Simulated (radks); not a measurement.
Results of a calculation; reference values are marked as such.
Coulomb parameter of the 4d shell of the ruthenium ion Ru2+ in the model configuration [Kr] 4d4.5 5p1.5, as a second difference U = [E(n + 0.25) + E(n - 0.25) - 2 E(n)] / (0.25)^2 with all orbitals relaxed. "Bare": the charge of the atom changes with n. "Screened": the 5p shell takes up the change at fixed total charge, which measures U(4d,4d) + U(5p,5p) - 2 U(4d,5p). Level of theory: Dirac Kohn-Sham, PBE, spin-unpolarised, spherical densities, point nucleus; open shells are shared between the two j in proportion to 2j + 1 (a radial shooting solver on a logarithmic mesh with Libxc functionals).

| case | configuration | E - E(n) (eV) |
|---|---|---|
| start | [Kr] 4d4.5 5p1.5 | 0.000 |
| bare +0.25 | [Kr] 4d4.75 5p1.5 | -7.330 |
| bare -0.25 | [Kr] 4d4.25 5p1.5 | 8.141 |
| screened +0.25 | [Kr] 4d4.75 5p1.25 | -3.595 |
| screened -0.25 | [Kr] 4d4.25 5p1.75 | 3.773 |

U(bare) = 12.979 eV, U(screened by 5p) = 2.844 eV.
